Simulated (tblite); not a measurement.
Compound: C10H14.
Geometry (GFN2-xTB, Å), atoms numbered from 1 in this order:
```
atom  x, y, z in Å
C1     3.0064    0.1912    0.5450
C2     1.5954    0.7454    0.7024
C3     0.6223    0.0785   -0.1989
C4     0.6698   -0.8205   -1.1809
C5    -0.8059   -0.7334   -1.5022
C6    -1.1640    0.4262   -2.4055
C7    -1.2192    1.3143   -1.4188
C8    -0.8794    0.3069   -0.3374
C9    -1.7732    0.1903    0.8762
C10   -1.5378   -1.1060    1.6443
H11    3.0204   -0.8734    0.7661
H12    3.6924    0.6952    1.2221
H13    3.3565    0.3347   -0.4741
H14    1.5888    1.8188    0.4839
H15    1.2644    0.6317    1.7397
H16    1.4510   -1.3821   -1.6574
H17   -1.3959   -1.6408   -1.5523
H18   -1.2690    0.4755   -3.4735
H19   -1.3956    2.3722   -1.3592
H20   -2.8166    0.2404    0.5539
H21   -1.5838    1.0470    1.5300
H22   -2.1683   -1.1418    2.5297
H23   -0.4989   -1.1859    1.9547
H24   -1.7714   -1.9647    1.0200
```

Computed with GFN2-xTB (tblite): harmonic, unscaled wavenumbers at the GFN2-xTB geometry, gas phase. Errors from tens to a few hundred cm⁻¹ against measured bands are possible. One conformer, not necessarily the lowest.

Harmonic wavenumbers (cm⁻¹): 38.9, 90.6, 135.5, 147.9, 167.5, 192.9, 230.1, 252.8, 336.6, 392.3, 404.8, 466.7, 561.6, 663.2, 704.2, 777.5, 803.8, 809.8, 812.7, 834.6, 865.2, 932.5, 983.0, 993.5, 1015.5, 1028.3, 1047.8, 1067.5, 1074.7, 1081.8, 1091.6, 1116.5, 1123.8, 1148.2, 1172.2, 1203.2, 1224.5, 1232.6, 1257.9, 1298.2, 1336.9, 1348.0, 1409.9, 1412.9, 1469.4, 1483.2, 1498.0, 1499.2, 1505.2, 1506.6, 1641.1, 1713.4, 2926.1, 2947.6, 2952.3, 2968.5, 3024.3, 3033.2, 3034.0, 3039.1, 3041.1, 3044.9, 3047.4, 3111.4, 3127.1, 3131.4.

A = 1753, B = 1199, C = 909.6 MHz; mass 134.110 u (most abundant isotopes); point group C1, symmetry number 1.

**Question.** Zero-point energy?

**Answer.** Half the sum of the wavenumbers: 45517 cm⁻¹ = 544.51 kJ/mol.

**Question.** Give the ideal-gas entropy at 298.15 K and 1 bar in the rigid-rotor, harmonic-oscillator model (classical rotation).

**Answer.** Translation 169.95, rotation 123.47, vibration 127.29: S = 420.7 J/(mol K).

**Question.** And Cp and H(298.15 K) − H(0)?

**Answer.** Cp = 174.91 J/(mol K), of which vibrations give 141.65 (their classical limit is 66 R = 548.8); H(298.15 K) − H(0) = 30.34 kJ/mol without the zero-point energy, 20.42 from vibrations.

**Question.** How do the functions run with temperature in this model?

**Answer.** 
```json
{"T (K)": "150", "S (J/(mol K))": "329.5", "Cp (J/(mol K))": "102.6", "H − H(0) (kJ/mol)": "10.07", "G − H(0) (kJ/mol)": "-39.36", "ln q(vib)": "3.02"}
{"T (K)": "250", "S (J/(mol K))": "392.3", "Cp (J/(mol K))": "148.9", "H − H(0) (kJ/mol)": "22.55", "G − H(0) (kJ/mol)": "-75.52", "ln q(vib)": "5.75"}
{"T (K)": "400", "S (J/(mol K))": "480.0", "Cp (J/(mol K))": "230.6", "H − H(0) (kJ/mol)": "51.02", "G − H(0) (kJ/mol)": "-140.97", "ln q(vib)": "9.92"}
{"T (K)": "600", "S (J/(mol K))": "591.4", "Cp (J/(mol K))": "319.7", "H − H(0) (kJ/mol)": "106.58", "G − H(0) (kJ/mol)": "-248.26", "ln q(vib)": "15.68"}
{"T (K)": "900", "S (J/(mol K))": "738.7", "Cp (J/(mol K))": "405.4", "H − H(0) (kJ/mol)": "216.45", "G − H(0) (kJ/mol)": "-448.39", "ln q(vib)": "24.21"}
```

q(vib) and H(0) count from the zero-point level.

**Question.** Blend soft modes into free rotors: weight 1/[1 + (100 cm⁻¹/ν̃)⁴] for the oscillator and the rest for a rotor with moment μB/(μ + B), μ = h/(8π²ν), B = 10⁻⁴⁴ kg m². What vibrational entropy results?

**Answer.** 118.90 J/(mol K) in place of 127.29, which changes −T·S at 298.15 K by +2.50 kJ/mol.

**Question.** Which modes carry the vibrational entropy at 298.15 K?

**Answer.** 38.9 cm⁻¹: 22.24; 90.6 cm⁻¹: 15.26; 135.5 cm⁻¹: 11.99; 147.9 cm⁻¹: 11.29; 167.5 cm⁻¹: 10.31; 192.9 cm⁻¹: 9.20 J/(mol K); the other 60 give 47.00 together.

Hindered rotation and anharmonicity are outside this model. Other conformers, if any are populated, would add a mixing term that is left out. The structure is chiral; the term R ln 2 for an equal mix with its mirror image is left out.

Run on an Arm Neoverse V2 with one thread, shared host. This covers the Hessian and the dipole derivatives.
